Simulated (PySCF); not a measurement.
**LDA on Mo (molybdenum, neutral)**

Configuration: [Kr] 4d5 5s1, high-spin 7S determinant. Computed with PySCF 2.14 in x2c-SVPall, with the spin-free X2C one-electron Hamiltonian (Gaussian nucleus).

- Total energy: -4043.24 hartree
- One-electron energy: -5582.61 hartree
- Hartree (Coulomb) energy: 1659.39 hartree
- Exchange-correlation energy: -120.02 hartree
- ⟨S²⟩: 12.0003
- ⟨L²⟩: 0.000
- Sum of ⟨r⟩: 31.75 bohr
- Sum of ⟨r²⟩: 55.21 bohr²
- Langevin diamagnetic susceptibility: -43.7 ×10⁻⁶ cm³/mol
- Time after the integrals: 0.38 s of wall time on 1 thread of AMD EPYC 7B13 (shared host)

| shell | electrons | mean orbital energy (hartree) | rms radius, mean of both spins (bohr) |
| --- | --- | --- | --- |
| 1s α | 1 | -726.28500 | 0.0404 |
| 1s β | 1 | -726.28402 | 0.0404 |
| 2s α | 1 | -102.63746 | 0.167 |
| 2s β | 1 | -102.62070 | 0.167 |
| 2p α | 3 | -91.89914 | 0.148 |
| 2p β | 3 | -91.88594 | 0.148 |
| 3s α | 1 | -17.44749 | 0.459 |
| 3s β | 1 | -17.43406 | 0.459 |
| 3p α | 3 | -13.91789 | 0.465 |
| 3p β | 3 | -13.90335 | 0.465 |
| 3d α | 5 | -8.14191 | 0.456 |
| 3d β | 5 | -8.12302 | 0.456 |
| 4s α | 1 | -2.38786 | 1.18 |
| 4s β | 1 | -2.29449 | 1.18 |
| 4p α | 3 | -1.44268 | 1.33 |
| 4p β | 3 | -1.34148 | 1.33 |
| 5s α | 1 | -0.17764 | 3.69 |
| 4d α | 5 | -0.17393 | 2.20 |

Densities and radii are taken from the X2C orbitals without a picture-change correction, which distorts them close to the nucleus.
